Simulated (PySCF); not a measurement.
LDA on Br (bromine, neutral), [Ar] 3d10 4s1 4p5 4d1, one real determinant (an excited configuration). All numbers are calculated (PySCF 2.14, a scalar-relativistic core potential, in aug-cc-pwCVTZ-PP with ECP10MDF (8s7p6d4f1g, 96 functions)).

```
cycle= 1 E= -415.371517176667  delta_E= -0.0363  |g|= 0.09  |ddm|= 0.808
cycle= 2 E= -415.371816892328  delta_E= -0.0003  |g|= 0.0864  |ddm|= 0.114
cycle= 3 E= -415.372290174687  delta_E= -0.000473  |g|= 0.0037  |ddm|= 0.0278
cycle= 4 E= -415.372295212771  delta_E= -5.04e-06  |g|= 0.00304  |ddm|= 0.0133
cycle= 5 E= -415.372298350869  delta_E= -3.14e-06  |g|= 5.29e-05  |ddm|= 0.00444
cycle= 6 E= -415.372298352149  delta_E= -1.28e-09  |g|= 3.81e-06  |ddm|= 0.000168
cycle= 7 E= -415.372298352155  delta_E= -5.74e-12  |g|= 4.53e-07  |ddm|= 2.85e-05
converged SCF energy = -415.372298352155  <S^2> = 3.7517615  2S+1 = 4.0008807
```

Highest occupied orbital energy: 1.324 eV; ⟨L²⟩ = 7.99; populations by l: s 3.00, p 11.00, d 11.00, f 0.00.

Can this result be used?

Not for this state. Self-consistency was reached. ⟨L²⟩ = 7.99 against 12 for a pure F term, so this real determinant mixes terms. Energies and moments cover only the electrons outside the core potential. The outer electron is Rydberg-like, and this basis confines it to a smaller radius and binds it less than a complete one would. At LDA the highest occupied level has a positive energy, so only the finite basis holds that electron; for this excited configuration the basis is too tight for the outer shell.
